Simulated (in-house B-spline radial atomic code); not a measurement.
Results of a calculation; reference values are marked as such.
## Building a PAW p channel for F, r_c = 0.816 bohr

F, [He] 2s2 2p5, non-relativistic LDA (VWN5), spherical and spin-unpolarised, from a B-spline radial code for spherical atoms (atomic units; all potentials screened as in the neutral atom).

Two all-electron partial waves φ1, φ2 are integrated outwards at E1 = ε(2p) = -0.415606 and E2 = E1 + 2 hartree; φ1 is the bound orbital and φ2 has unit norm inside r_c = 0.8156 bohr. Smooth partners are polynomials, r^2(a0 + a1 r² + a2 r⁴ + a3 r⁶), matched to φ and three derivatives at r_c, with no condition on the norm. The local potential is -15.4273 + (48.2797) r² + (-68.4278) r⁴ + (37.0985) r⁶ inside 0.6678 bohr and the all-electron one outside.

```csv
wave,φ(r_c),φ'(r_c),a0,a1,a2,a3
1,0.8908528,-0.2236259,5.251987,-11.22819,10.56752,-3.804345
2,0.9082528,-2.986889,10.06539,-25.11122,23.74071,-8.496444
```

Inside r_c the overlaps are <φi φj> = [[0.38938, 0.61444], [0.61444, 1.00000]] and, for the smooth waves, [[0.32114, 0.47831], [0.47831, 0.73037]]. With χj = (Ej − T − V_local) applied to smooth wave j, the program's quadrature gives the matrix B_ij = <smooth i, χj> as [[-0.33577, -0.78020], [-0.50793, -1.19039]].

Check the match of the first wave, and find the augmentation charges q_ij.

At r_c the four terms are 3.49364, -4.96842, 3.11054, -0.74490, which sum to 0.8909, φ1(r_c) to rounding. q_ij is the all-electron overlap less the smooth one: [[0.06825, 0.13613], [0.13613, 0.26963]]. The smooth first wave has a norm of 0.3211 inside r_c against 0.3894, and q11 > 0 puts back the missing charge.

B isn't symmetric. Show that D_ij = B_ij + Ej q_ij is.

Integrating by parts gives B12 − B21 = (E1 − E2) q12: -0.78020 − (-0.50793) = -0.27227, and −2 × (0.13613) = -0.27227. So D12 = -0.78020 + (1.584394)(0.13613) = -0.56451 and D21 = -0.50793 + (-0.415606)(0.13613) = -0.56451; D11 = -0.36413, D22 = -0.76319. The projectors, p = (B⁻¹)ᵀ χ, are dual to the smooth waves; det B = 0.0034, small beside B11 B22, as the two smooth waves look alike inside r_c.

Solving (T + V_local + Σ p D p) ψ = E (1 + Σ p q p) ψ in a sphere of 9 bohr gives these levels:

```
all-electron  one projector  two projectors
   -0.415606      -0.415606       -0.415606
    0.090769       0.090881        0.090769
    0.335061       0.335625        0.335061
    0.727010       0.728841        0.727010
    1.253880       1.258580        1.253880
```

What does the second projector gain?

With one projector the errors are 0.00, +0.11, +0.56, +1.83, +4.70 millihartree. With two the errors are 0.00, 0.00, 0.00, 0.00, 0.00 millihartree. The scattering is exact at E1 and at E2 = 1.584, and over all levels compared the largest error is under 0.01 millihartree. The lowest eigenvalue of the overlap operator is 1 with one and 0.9487 with two projectors. The smooth orbital alone needs a cutoff of 42.7 hartree for 1 millihartree of kinetic energy, against 78.9 for a norm-conserving Troullier-Martins orbital of the same radius; part of the gain comes from giving up the norm, part from the simpler form.
